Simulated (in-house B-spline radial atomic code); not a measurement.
Values are calculated unless marked as measured or tabulated.
Stopping of slow ions oscillates with Z: Zr to Ba at r_s = 2.4

A nucleus sits in a uniform electron gas with a rigid positive background. The Kohn-Sham equations are solved self-consistently in the spin-unpolarised LDA (PW92), non-relativistic, on B-splines with outgoing waves at the boundary and partial waves to l = 8. The model has no lattice, no bands and no magnetic solution. Atomic units; δ_l are the phase shifts at the Fermi level, counted so that each bound state adds π, and good to about 0.0005.

The density parameter is r_s = 2.4 bohr, near that of the valence electrons of In (3 per atom, density 7.31 g/cm³, mass 114.82 u, which gives r_s = 2.41). The friction coefficient Q = n k_F σ_tr gives dE/dx = Q v for slow ions.

```csv
ion,δ0/π,δ1/π,δ2/π,δ3/π,σ_tr (bohr²),Q (a.u.)
Zr,3.766,2.916,1.492,0.003,100.01,1.3811
Nb,3.791,2.933,1.579,0.002,90.85,1.2546
Mo,3.814,2.949,1.665,0.001,71.92,0.9932
Tc,3.839,2.966,1.747,0.002,49.34,0.6814
Ru,3.869,2.990,1.823,0.004,29.74,0.4106
Rh,3.911,3.025,1.889,0.007,16.93,0.2338
Pd,3.967,3.074,1.943,0.011,11.12,0.1535
Ag,4.033,3.137,1.986,0.014,10.83,0.1496
Cd,4.104,3.212,2.022,0.017,14.87,0.2053
In,4.174,3.295,2.054,0.020,22.12,0.3055
Sn,4.241,3.380,2.086,0.023,31.08,0.4292
Sb,4.305,3.462,2.120,0.025,40.31,0.5566
Te,4.365,3.539,2.160,0.027,49.34,0.6814
I,4.422,3.607,2.206,0.028,58.73,0.8110
Xe,4.475,3.666,2.261,0.028,69.06,0.9537
Cs,4.522,3.716,2.322,0.028,79.61,1.0993
Ba,4.561,3.754,2.386,0.033,87.42,1.2072
```

**Question.** Where are the largest and smallest frictions, and what do the phase shifts say there?

**Answer.** Largest: Zr, Q = 1.3811; smallest: Ag, Q = 0.1496, a ratio of 9.2. For the largest δ2/π = 1.49; it lies at the edge of the table, which can't show whether it is a peak. For the smallest the differences δ_l − δ_(l+1), measured from the nearest multiple of π, are 0.10π, 0.15π, 0.03π; σ_tr grows with the sines of these.

**Question.** At equal speed, Lindhard and Scharff's formula, with silicon as an example target, scales as Z^(7/6)/(Z^(2/3) + 14^(2/3))^(3/2). How does its rise from the first ion to the last compare?

**Answer.** It rises smoothly by 1.1848/1.0100 = 1.17, while Q changes by 1.207/1.381 = 0.87. The statistical formula averages over shells, so it can't show the oscillation.
